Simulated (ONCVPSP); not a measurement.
**Reading a pseudo-wave (Sn (Z = 50))**

Columns: radius, all-electron u(r) and pseudo u(r) of the 5s shell (level -17.81 eV) of tin in the configuration [Kr] 4d10 5s2 5p1; PBE, scalar-relativistic, ONCV scheme, ONCVPSP 4.0.1.

```json
{"r (bohr)": "0.093", "all-electron": "-0.1526", "pseudo": "0.0083"}
{"r (bohr)": "0.185", "all-electron": "0.1414", "pseudo": "0.0187"}
{"r (bohr)": "0.278", "all-electron": "0.2252", "pseudo": "0.0330"}
{"r (bohr)": "0.370", "all-electron": "0.0486", "pseudo": "0.0515"}
{"r (bohr)": "0.463", "all-electron": "-0.1759", "pseudo": "0.0746"}
{"r (bohr)": "0.555", "all-electron": "-0.3228", "pseudo": "0.1013"}
{"r (bohr)": "0.648", "all-electron": "-0.3672", "pseudo": "0.1318"}
{"r (bohr)": "0.740", "all-electron": "-0.3239", "pseudo": "0.1658"}
{"r (bohr)": "0.833", "all-electron": "-0.2214", "pseudo": "0.2048"}
{"r (bohr)": "0.925", "all-electron": "-0.0894", "pseudo": "0.2491"}
{"r (bohr)": "1.018", "all-electron": "0.0540", "pseudo": "0.3006"}
{"r (bohr)": "1.110", "all-electron": "0.1920", "pseudo": "0.3580"}
{"r (bohr)": "1.203", "all-electron": "0.3193", "pseudo": "0.4211"}
{"r (bohr)": "1.295", "all-electron": "0.4292", "pseudo": "0.4858"}
{"r (bohr)": "1.388", "all-electron": "0.5223", "pseudo": "0.5498"}
{"r (bohr)": "1.480", "all-electron": "0.5968", "pseudo": "0.6082"}
{"r (bohr)": "1.573", "all-electron": "0.6554", "pseudo": "0.6589"}
{"r (bohr)": "1.665", "all-electron": "0.6982", "pseudo": "0.6989"}
{"r (bohr)": "1.758", "all-electron": "0.7281", "pseudo": "0.7281"}
{"r (bohr)": "1.850", "all-electron": "0.7460", "pseudo": "0.7459"}
{"r (bohr)": "1.943", "all-electron": "0.7540", "pseudo": "0.7540"}
{"r (bohr)": "2.035", "all-electron": "0.7536", "pseudo": "0.7536"}
{"r (bohr)": "2.128", "all-electron": "0.7461", "pseudo": "0.7461"}
{"r (bohr)": "2.220", "all-electron": "0.7330", "pseudo": "0.7330"}
{"r (bohr)": "2.313", "all-electron": "0.7151", "pseudo": "0.7150"}
{"r (bohr)": "2.405", "all-electron": "0.6937", "pseudo": "0.6936"}
```

(1) How many radial nodes do the two functions have?

(2) At about which radius was the pseudo-wave matched?

(3) Where does each function peak?

(4) Is the pseudo-wave norm-conserving?

## Answers

(1) The all-electron 5s function has n − l − 1 = 4 (the table is too coarse to show those close to the nucleus); the pseudo-wave has 0, since the states of the same l below it are removed with the core.

(2) 1.85 bohr, where the columns begin to agree (steps of 0.09 bohr).

(3) Outermost all-electron maximum near 1.94 bohr, pseudo maximum near 1.94 bohr (to the table’s step).

(4) Yes: the ONCV scheme keeps the norm inside the radius equal to the all-electron one, which fixes the energy derivative of the logarithmic derivative at the level.
